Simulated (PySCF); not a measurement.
C$_{3}$H$_{7}$In, singlet, at a GFN2-xTB geometry (such geometries of metal compounds can be far from the true shape) (core potentials on In); DF-B3LYP/def2-SVPD (PySCF).

Input for PySCF:
```python
from pyscf import gto, scf, dft

mol = gto.M(
    atom='''
In   -0.51925969    0.70471790    0.16619009
C     1.34642834   -0.56513976    0.38755753
C     1.00664089   -1.90938498   -0.09931690
C     1.18412793   -2.32135718   -1.35018714
H     1.62204382   -0.54396142    1.44319076
H     2.12264285   -0.08810841   -0.21277856
H     0.55823584   -2.58242383    0.62629508
H     1.63773077   -1.68134357   -2.09259035
H     0.92232275   -3.31748120   -1.66370323
H    -0.83877895    2.19629181    1.05983583
H    -1.80365541    0.26114125   -0.93188492
''',
    basis='def2-svpd',
    ecp={'In': 'def2-svpd'},
    verbose=4,
    max_memory=1800,
)

mf = dft.RKS(mol)
mf.xc = 'b3lyp'
mf = mf.density_fit(auxbasis='def2-universal-jkfit')
mf.kernel()
```

Question: Predict the main parts of the log of this PySCF run.

Answer: 
```
PySCF version 2.14.0

[INPUT] verbose = 4
[INPUT] num. atoms = 11
[INPUT] num. electrons = 46
[INPUT] charge = 0
[INPUT] spin (= nelec alpha-beta = 2S) = 0
[INPUT] symmetry False subgroup None
[INPUT] Mole.unit = angstrom
[INPUT] Symbol           X                Y                Z      unit          X                Y                Z       unit  Magmom
[...]
nuclear repulsion = 168.840801737892
number of shells = 64
number of NR pGTOs = 227
number of NR cGTOs = 148
basis = def2-svpd
ecp = {'In': 'def2-svpd'}

******** <class 'pyscf.df.df_jk.DFRKS'> ********
method = DFRKS
initial guess = minao
damping factor = 0
level_shift factor = 0
DIIS = <class 'pyscf.scf.diis.CDIIS'>
diis_start_cycle = 1
diis_space = 8
diis_damp = 0
SCF conv_tol = 1e-09
SCF conv_tol_grad = None
SCF max_cycles = 50
direct_scf = False
XC library pyscf.dft.libxc version 7.1.2
    S. Lehtola, C. Steigemann, M. J. T. Oliveira, and M. A. L. Marques,  SoftwareX 7, 1–5 (2018)
XC functionals = b3lyp
    P. J. Stephens, F. J. Devlin, C. F. Chabalowski, and M. J. Frisch,  J. Phys. Chem. 98, 11623 (1994)
radial grids:
    Treutler-Ahlrichs [JCP 102, 346 (1995); DOI:10.1063/1.469408] (M4) radial grids

becke partition: Becke, JCP 88, 2547 (1988); DOI:10.1063/1.454033
pruning grids: <function nwchem_prune>
grids dens level: 3
symmetrized grids: False
atomic radii adjust function: <function treutler_atomic_radii_adjust>
small_rho_cutoff = 0
Set gradient conv threshold to 3.16228e-05
Initial guess from minao.
tot grids = 132888
******** <class 'pyscf.df.df.DF'> ********
auxbasis = def2-universal-jkfit
init E= -287.260836879157
[...]
cycle= 1 E= -306.250385687494  delta_E=  -19  |g|= 2.42  |ddm|= 15.3
[...]
cycle= 2 E= -239.145150373051  delta_E= 67.1  |g|=  8.7  |ddm|=  103
[...]
cycle= 3 E= -308.502294248803  delta_E= -69.4  |g|= 0.508  |ddm|=  103
[...]
cycle= 4 E= -308.511171200928  delta_E= -0.00888  |g|= 0.522  |ddm|= 2.24
[...]
cycle= 5 E= -308.58070513995  delta_E= -0.0695  |g|= 0.143  |ddm|= 0.891
[...]
cycle= 6 E= -308.586157220218  delta_E= -0.00545  |g|= 0.0518  |ddm|= 0.25
[...]
cycle= 7 E= -308.586817772489  delta_E= -0.000661  |g|= 0.0208  |ddm|= 0.105
[...]
cycle= 8 E= -308.586929661271  delta_E= -0.000112  |g|= 0.00494  |ddm|= 0.0342
[...]
cycle= 9 E= -308.586935562527  delta_E= -5.9e-06  |g|= 0.00197  |ddm|= 0.0109
[...]
cycle= 10 E= -308.586936790628  delta_E= -1.23e-06  |g|= 0.000308  |ddm|= 0.00382
[...]
cycle= 11 E= -308.586936818948  delta_E= -2.83e-08  |g|= 6.86e-05  |ddm|= 0.000882
[...]
cycle= 12 E= -308.586936820673  delta_E= -1.72e-09  |g|= 2.3e-05  |ddm|= 0.000195
[...]
cycle= 13 E= -308.586936820862  delta_E= -1.9e-10  |g|= 3.01e-06  |ddm|= 5.24e-05
[...]
Extra cycle  E= -308.586936820859  delta_E= 3.3e-12  |g|= 4.77e-06  |ddm|= 1.53e-05
converged SCF energy = -308.586936820859
```
